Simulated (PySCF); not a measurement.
Correlation energy of Cl⁺ (chlorine, charge +1)

[Ne] 3s1 3p5, high-spin 3P determinant (an excited configuration). Calculation: PySCF 2.14, in aug-cc-pwCVDZ; the non-relativistic Hamiltonian (point nucleus). Frozen: 1s2; 14 electrons correlated.

| level | correlation energy (mhartree) |
| --- | --- |
| CCSD | -353.29 |
| (T) | -13.39 |
| CCSD(T) | -366.68 |

Diagnostics: T1 = 0.010, D1 = 0.0326, largest double amplitude 0.196.

Question: Is a single reference adequate?

Answer: Not fully. A double-excitation amplitude exceeds 0.15, a sign of near-degeneracy.
